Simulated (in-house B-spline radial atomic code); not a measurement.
**Two electrons outside the [Ne] 3s2 core: Ti IX (Ti8+)**

Computed with an all-electron radial atomic-structure program (B-spline basis): configuration interaction (CI) of the two valence electrons in the field of the frozen Dirac-Fock core, alone and with many-body perturbation theory for the core (screened one- and two-electron correlation potentials), Breit and QED terms; no-pair Dirac Hamiltonian, finite nucleus. Labels give the configuration (outer n counted up each series) and the leading LS term, or the jj pair where no LS term holds 70 %.

The outer s² shell of this core is soft: its mixing with p² is only treated to second order, so levels can be several per cent off.

Command:
```bash
python run_mb.py task.json out
```
Settings (nuclear radius in fm, box in bohr, cutoff in hartree):
```
basis_form          3
Z                   22
core_configuration  [Ne] 3s2
rms_radius          3.5921
mass_number         48
speed_of_light      137.036
box_radius          9.0
lmax                6
intervals           62
virtual_cutoff      968.0
```

Time taken, with all properties: 2.3 min on 1 thread of Arm Neoverse N1, on a shared host.

Excitation energies (cm⁻¹):

```csv
level,purity of the LS term,CI alone,CI + MBPT + Breit + QED,Landé g of the LS mixture
3p2 3P0,0.988,0,0,-
3p2 3P1,1.0,3276,3108,1.50
3p2 3P2,0.967,?,?,?
3p2 1D2,0.966,?,?,?
3p2 1S0,0.988,59631,61703,-
```

(1) Where does 3p2 3P2 lie?

(2) Where does 3p2 1D2 lie?

(3) What is the first ionisation energy?

Results:

(1) 7664 cm⁻¹ in CI alone and 7206 cm⁻¹ with all corrections; g = 1.48.

(2) 30271 cm⁻¹ in CI alone and 25879 cm⁻¹ with all corrections; g = 1.02.

(3) 192.3 eV to the 3p1/2 state of the next ion (191.1 eV from CI alone). NIST lists 192.1 ± 0.4 eV (semi-empirical).
